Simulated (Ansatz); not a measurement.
Level of theory: frozen-core CCSD(T)/cc-pVTZ // B3LYP-D3(BJ)/def2-TZVP in Ansatz (a first-principles code).

Ansatz 0.2 input:
```yaml
crystal:
  periodic: [false, false, false]
  atoms:
    - { symbol: S, position_ang: [0.547529, 1.262946, -1.334305] }
    - { symbol: Ga, position_ang: [0.122499, -0.202583, 0.270313] }
    - { symbol: S, position_ang: [-1.906419, -0.939503, 0.751143] }
    - { symbol: S, position_ang: [1.793696, -0.994722, 1.478407] }
    - { symbol: H, position_ang: [-0.735822, 1.385654, -1.713404] }
    - { symbol: H, position_ang: [-2.508181, -0.202695, -0.197867] }
    - { symbol: H, position_ang: [2.723902, -0.280042, 0.821624] }
basis:
  gaussian: { orbitals: cc-pVTZ }
correlation:
  method: ccsd_t
```

Output:

```
Functional definition: HF
1103 factors; integrals over basis functions are off by at most 1.1e-3 eV
mean field evaluation 1: about -84837.9542 eV, gradient 2.1e1 eV
mean field evaluation 2: about -84838.0892 eV, gradient 2.1e1 eV
mean field evaluation 4: about -84839.8705 eV, gradient 3.0e0 eV
mean field evaluation 8: about -84839.9192 eV, gradient 2.4e-1 eV
mean field evaluation 16: about -84839.4211 eV, gradient 1.0e1 eV
mean field -84839.91960020 eV, -3117.8095387446 hartree, gradient 7.2e-6 eV, S^2 0.000000; 0 other end points of the search recorded, 0 dependent functions left out
24 core orbitals not correlated
reference -84839.91960020 eV, -3117.8095387446 hartree; 17, 17 occupied and 146, 146 virtual orbitals, 1103 factors
second order -18.58253086 eV of doubles, -0.00000000 eV of singles
cycle   1  -19.36168898 eV  change   -7.8e-1 eV  update   1.1e-1
cycle   2  -19.91143859 eV  change   -5.5e-1 eV  update   3.0e-2
cycle   3  -19.99763176 eV  change   -8.6e-2 eV  update   1.5e-2
cycle   4  -19.99124890 eV  change    6.4e-3 eV  update   3.4e-3
cycle   5  -19.98987563 eV  change    1.4e-3 eV  update   1.2e-3
cycle   6  -19.98929122 eV  change    5.8e-4 eV  update   3.7e-4
cycle   7  -19.98924224 eV  change    4.9e-5 eV  update   1.2e-4
cycle   8  -19.98928799 eV  change   -4.6e-5 eV  update   3.7e-5
cycle   9  -19.98929005 eV  change   -2.1e-6 eV  update   1.3e-5
perturbative correction -1.00381485 eV, -0.0368895155 hartree
Total energy: -84860.91270511 eV, -3118.5810211204 hartree
```

Cost: around 3 core-minutes (rough).
